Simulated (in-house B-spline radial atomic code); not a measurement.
The numbers below are computed, except where a source is named.
**Ni in electron gases of falling density**

A nucleus sits in a uniform electron gas with a rigid positive background. The Kohn-Sham equations are solved self-consistently in the spin-unpolarised LDA (PW92), non-relativistic, on B-splines with outgoing waves at the boundary and partial waves to l = 8. The model has no lattice, no bands and no magnetic solution. Atomic units; δ_l are the phase shifts at the Fermi level, counted so that each bound state adds π, and good to about 0.0005.

```csv
r_s (bohr),k_F,δ0/π,δ1/π,δ2/π,shallowest bound level (hartree),σ_tr (bohr²),Q (a.u.)
1.5,1.2794,2.827,2.038,0.936,p -1.79,6.87,0.622
1.65,1.1631,2.870,2.058,0.938,p -1.84,7.67,0.474
1.8,1.0662,2.907,2.073,0.938,p -1.88,8.56,0.373
2,0.9596,2.951,2.084,0.938,p -1.93,9.68,0.277
2.07,0.9271,2.964,2.086,0.938,p -1.94,10.04,0.251
2.2,0.8723,2.988,2.088,0.938,p -1.97,10.63,0.208
2.4,0.7996,3.023,2.088,0.938,p -2,11.36,0.157
2.67,0.7188,3.065,2.083,0.938,p -2.03,12.22,0.110
3,0.6397,3.112,2.071,0.938,p -2.06,13.81,0.078
3.3,0.5816,3.151,2.058,0.939,p -2.08,16.72,0.065
3.6,0.5331,3.188,2.044,0.940,p -2.1,21.86,0.060
4,0.4798,3.234,2.026,0.941,p -2.11,32.87,0.059
```

Q = n k_F σ_tr, with n = 3/(4π r_s³).

How does the screening charge move between partial waves as the gas thins?

By (2/π)(2l + 1) δ_l, at r_s = 1.5 it is s 5.65, p 12.23, d 9.36, f and beyond 0.76, and at r_s = 4 s 6.47, p 12.15, d 9.41, f and beyond -0.04. The free atom is [Ar] 3d8 4s2.

What end-to-end powers of r_s do the first and last rows give for σ_tr and Q?

σ_tr goes as r_s^+1.60 and Q as r_s^-2.40. Since n k_F/k_F² goes as r_s⁻², Q = 4π n Σ/k_F would fall as r_s⁻² at fixed phase shifts; the sum Σ (l + 1) sin²(δ_l − δ_(l+1)) is 0.895 in the first row and 0.602 in the last, and ranges from 0.45 to 0.89 between them, so these powers are no law.
